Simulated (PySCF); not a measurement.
C₇H₁₃OP.
Numbering: `[CH3:1][CH2:2][CH2:3][P@@:4]1(=[O:5])[CH:6]=[C:7]1[CH2:8][CH3:9]`

Geometry (GFN2-xTB, Å), atoms numbered from 1 in this order:
```xyz
22
C7H13OP angstrom
C     -2.3409    1.0216   -0.2744
C     -2.7739   -0.4323   -0.1802
C     -1.6056   -1.3569   -0.4862
P     -0.2813   -1.0256    0.7418
O     -0.6982   -1.0377    2.1510
C      1.3537   -1.4856    0.1498
C      1.1525   -0.1566    0.0845
C      1.8855    1.0820   -0.2389
C      3.3360    0.7976   -0.6177
H     -1.9855    1.2571   -1.2766
H     -3.1642    1.6893   -0.0316
H     -1.5295    1.1997    0.4353
H     -3.1213   -0.6374    0.8348
H     -3.5971   -0.6323   -0.8704
H     -1.2048   -1.2012   -1.4869
H     -1.8933   -2.4057   -0.3716
H      2.1542   -2.1793   -0.0120
H      1.8445    1.7491    0.6281
H      1.3736    1.5951   -1.0597
H      3.3796    0.1526   -1.4921
H      3.8489    0.3011    0.2025
H      3.8567    1.7249   -0.8442
```

Definitions: NICS(0) = −σiso at the ring centroid; NICS(1) = −σiso and NICS(1)zz = −σzz at ±1 Å along the ring normal z. Level: GIAO PBE0/pcSseg-1 (PySCF, non-relativistic, gas phase) on the GFN2-xTB geometry, one conformer.

Ring bond lengths (Å), with Mayer bond orders in brackets: P4–C6 1.799 (0.89), C6–C7 1.346 (1.58), C7–P4 1.801 (0.84).

Problem. Give the NICS values of each ring in ppm.

Solution. 
```
    ring                                                     type  NICS(0)  NICS(1), two faces  NICS(1)zz, two faces  rms pucker (Å)  centre to ring atoms, mean (Å)
P4–C6–C7  3-membered ring with P; formal bonds 1 double, 2 single    -15.4         -6.7 / -9.8          -7.5 / -13.9            0.00                            0.95
```

Problem. What do they say, and how far can they be read as aromaticity?

Solution. 
- P4–C6–C7: mean NICS(1)zz -10.7 ppm, shielded. P4 has four or more neighbours; no verdict on aromaticity is drawn. The two faces differ by 6.4 ppm, so no symmetry operation interchanges them. NICS(0) lies 7 ppm below the mean NICS(1).

Problem. What are the shieldings of the ring atoms and their hydrogens in the same run (means over atoms taken as equivalent)?

Solution. 
```tsv
atoms	environment	σ isotropic (ppm)	principal values of the symmetric part, first atom (ppm)
P4	phosphoryl phosphorus	413.9	225.4, 260.5, 755.9
C6	alkene CH carbon	26.2	-89.9, -11.6, 180.0
C7	fully substituted alkene carbon	-4.2	-111.9, -56.3, 155.6
H17	vinylic hydrogen	22.76	18.8, 24.6, 24.9
```
